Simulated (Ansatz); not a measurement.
Total energies of SiTe2 (the lowest singlet isomer of a short search) from Ansatz at PBE-D4/def2-TZVP, gas phase (1 Eh = 27.2114 eV = 2625.5 kJ/mol). The reference geometry is relaxed at r2SCAN-D4/def2-TZVP.

```xyz
3

Si    0.151   -0.177   -1.355
Te    1.140   -0.564    0.899
Te   -1.292    0.741    0.457
```

| state | geometry | energy (Eh) |
| --- | --- | --- |
| charge 0 singlet | reference | -825.44851 |
| charge 1 doublet | reference | -825.16918 |
| charge 0 triplet | relaxed at r2SCAN-D4/def2-TZVP | -825.41229 |
| charge 0 quintet | relaxed at r2SCAN-D4/def2-TZVP | -825.35322 |
| free Si atom (triplet) | – | -289.22285 |
| free Te atom (triplet) | – | -267.97310 |

In the def2 sets Te takes a core potential; there is no spin–orbit coupling.

Task: Work out the vertical ionisation energy to the doublet.

Result: E(charge 1 doublet) − E(charge 0 singlet) = -825.16918 − (-825.44851) = 0.27933 Eh = 7.60 eV. For comparison, −ε of the highest occupied level is 4.98 eV at this level, 2.62 eV less.

Task: Which of the charge 0 states is lowest, and how far above it are the others?

Result: The singlet. triplet: -825.41229 − (-825.44851) = 0.03622 Eh = 95.1 kJ/mol; quintet: -825.35322 − (-825.44851) = 0.09529 Eh = 250.2 kJ/mol.

Task: What is the binding energy per atom against free atoms?

Result: Atoms: 1 × (-289.22285) + 2 × (-267.97310) = -825.16905 Eh. Binding: -825.16905 − (-825.44851) = 0.27946 Eh = 7.60 eV, or 2.53 eV for each of 3 atoms (no zero-point energy, no counterpoise term).

The structure comes from a short search, and lower isomers may exist.
